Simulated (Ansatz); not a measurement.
Species: COOs, net charge 0, triplet state. The spin state was set by rule; other spins were not relaxed. SMILES: [Os]<-[C-]#[O+]
Structure (B3LYP-D3(BJ)/def2-TZVP (Ansatz, a first-principles code) minimum search):
```
C
O 1 1.1577
Os 1 1.7887 2 180.00
```
Charge 0, spin multiplicity 3.

Quantity: atomisation energy (electronic, to ground-state atoms), in kcal/mol. Cores are frozen in the correlated levels unless marked. UHF or UKS for open shells. Spin-orbit coupling is left out. Frozen are the shells of the preceding noble gas and the d and f shells that filled before the atom's block. Past Kr the def2 sets carry scalar-relativistic core potentials. The coupled-cluster limit lacks core correlation, which all-electron functionals hold. CBS marks a two-point X^-3 extrapolation of the correlation energy; Hartree-Fock from the larger set. [CCSD(T)-MP2]/basis is that difference in the basis named.

The UHF reference is spin-contaminated (<S^2> 0.39 over the pure value in the largest basis). The T1 diagnostic of CCSD in the largest basis is 0.065, which is high, so the coupled-cluster rows are less sure than usual.

```csv
level,program,atomisation energy (kcal/mol)
SVWN5/def2-TZVPD,Ansatz,___
PBE/def2-TZVPD,Ansatz,339.9
PBE-D3(BJ)/def2-TZVPD,Ansatz + dftd3,341.0
revPBE/def2-TZVPD,Ansatz,323.7
r2SCAN-D3(BJ)/def2-TZVPD,Ansatz + dftd3,315.3
r2SCAN-D4/def2-TZVPD,Ansatz + dftd4,315.3
B3LYP-D4/def2-TZVPD,Ansatz + dftd4,___
PBE0-D3(BJ)/def2-TZVPD,Ansatz + dftd3,314.2
r2SCAN0/def2-TZVPD,Ansatz,293.4
CAM-B3LYP-D3(BJ)/def2-TZVPD,Ansatz + dftd3,306.8
LC-wPBE-D4/def2-TZVPD,Ansatz + dftd4,309.6
B2PLYP-D3(BJ)/def2-TZVPD,Ansatz + dftd3,___
"RI-MP2/CBS(def2-TZVPPD,def2-QZVPPD)+[CCSD(T)-MP2]/def2-TZVPPD",Ansatz,___
```

Task: What belongs in the gaps?

Result: 
- SVWN5/def2-TZVPD, atomisation energy (kcal/mol): 390.0
- B3LYP-D4/def2-TZVPD, atomisation energy (kcal/mol): 310.7
- B2PLYP-D3(BJ)/def2-TZVPD, atomisation energy (kcal/mol): 312.1
- RI-MP2/CBS(def2-TZVPPD,def2-QZVPPD)+[CCSD(T)-MP2]/def2-TZVPPD, atomisation energy (kcal/mol): 306.2
